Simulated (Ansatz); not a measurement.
Job for Ansatz (a quantum-chemistry and plane-wave program): U-B3LYP/cc-pVTZ on CH6BN (SMILES BNC), a point of a bond scan (R = 1.790 Å).

Ansatz 0.2 input:
```yaml
crystal:
  periodic: [false, false, false]
  atoms:
    - {symbol: B, position_ang: [-0.17377685, 0.16935935, 1.35984899]}
    - {symbol: H, position_ang: [-1.48305071, 0.68863944, 2.46389237]}
    - {symbol: H, position_ang: [0.90496525, -0.15002550, 1.76046960]}
    - {symbol: N, position_ang: [-0.42136335, 0.13750334, -0.00246435]}
    - {symbol: C, position_ang: [0.50465876, -0.25211116, -1.05318898]}
    - {symbol: H, position_ang: [-1.33200836, 0.40682345, -0.34423305]}
    - {symbol: H, position_ang: [0.67789059, 0.56736518, -1.75577805]}
    - {symbol: H, position_ang: [0.12956168, -1.11043727, -1.61689155]}
    - {symbol: H, position_ang: [1.45669201, -0.52592512, -0.60230554]}
basis:
  gaussian:
    orbitals: cc-pVTZ
hamiltonian:
  xc: {name: B3LYP}
magnetization: {spin_polarized: true, initial_magnetization: 0}
```

The head of its log:

```
WARN ansatz: RAYON_NUM_THREADS=1 ignored (pool sized by the plan → 1); use --threads N
Functional definition: B3LYP
integrals: 0.06 GiB planned
911 factors; their error is unknown
mean field: 0.81 GiB planned
mean field evaluation 1: about -3294.4589 eV, gradient 4.1e1 eV
mean field evaluation 2: about -3282.3851 eV, gradient 6.4e1 eV
```

Task: Give the final energy of this run.

Result: -121.3346 hartree.
